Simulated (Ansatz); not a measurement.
Two structures of Si2H3ClF2, singlet, reached by relaxing down either side of one saddle point (PBE0-D4/def2-TZVP). Energies are electronic, without zero-point energy. Computed with Ansatz 0.2.0 (basis: def2-TZVPP and def2-QZVPP); correlated methods freeze the cores. Extrapolation: Hartree–Fock as exp(−7.88 √X), correlation as X^−2.97. First:

```json
{"atom": "Si1", "x (Å)": "-0.9556", "y (Å)": "-0.5209", "z (Å)": "0.5809"}
{"atom": "Si2", "x (Å)": "0.8029", "y (Å)": "0.5109", "z (Å)": "-0.5694"}
{"atom": "Cl3", "x (Å)": "2.6322", "y (Å)": "-0.0852", "z (Å)": "0.0893"}
{"atom": "F4", "x (Å)": "0.7318", "y (Å)": "0.2018", "z (Å)": "-2.1224"}
{"atom": "F5", "x (Å)": "0.7353", "y (Å)": "2.0879", "z (Å)": "-0.4253"}
{"atom": "H6", "x (Å)": "-1.7753", "y (Å)": "0.5260", "z (Å)": "1.2405"}
{"atom": "H7", "x (Å)": "-1.7827", "y (Å)": "-1.2796", "z (Å)": "-0.3904"}
{"atom": "H8", "x (Å)": "-0.3886", "y (Å)": "-1.4408", "z (Å)": "1.5969"}
```

Second:

Si1  (-0.706, -0.958, 1.065)
Si2  (0.295, 1.407, -1.562)
Cl3  (1.266, -0.536, 0.591)
F4  (1.265, 0.707, -2.631)
F5  (1.270, 2.540, -0.979)
H6  (-1.352, 0.301, 1.493)
H7  (-1.358, -1.512, -0.141)
H8  (-0.679, -1.948, 2.164)
(Å)

(1) Which bonds change from the first to the second?

(2) Give the saddle point's structure and its height above each. (Judge from chemistry; the value comes from the calculation.)

No T1 diagnostic of these runs exceeds 0.014. The start structure is not quite a true minimum (one mode of 90i cm⁻¹).

Answers

(1) Si₂H₃ClF₂ ([F][Si]([F])([SiH3])[Cl]) → SiH₃Cl ([SiH3][Cl]) + SiF₂; bonds formed: Si1–Cl3; bonds broken: Si1–Si2, Si2–Cl3.

(2) By the calculation: 49.35 kcal/mol above the first and 16.62 kcal/mol above the second (CCSD(T) at an estimated basis limit (MP2 extrapolated from triple and quadruple zeta, plus CCSD(T) − MP2 in triple zeta)).
| atom | x (Å) | y (Å) | z (Å) |
| --- | --- | --- | --- |
| Si1 | -0.7006 | -0.6512 | 0.7246 |
| Si2 | 0.3668 | 0.8884 | -0.9871 |
| Cl3 | 1.6032 | -0.4351 | 0.4780 |
| F4 | 1.0117 | 0.4536 | -2.3789 |
| F5 | 1.0165 | 2.3160 | -0.7006 |
| H6 | -1.4395 | 0.4612 | 1.3667 |
| H7 | -1.4454 | -1.4023 | -0.3130 |
| H8 | -0.4126 | -1.6306 | 1.8102 |

Losses and insertions of silylenes and their heavier kin drive the gas-phase chemistry of silicon and germanium vapour deposition.

Labels in which every atom is bracketed show which atoms are joined, not bond orders.

For scale, one of the runs: CCSD(T)/def2-TZVPP, 230 basis functions (an equivalent command: `ansatz run in.yaml --threads 4`). Time: 2 min of wall clock on 4 CPU threads; the host was shared. Peak host memory: 3.7 GiB.
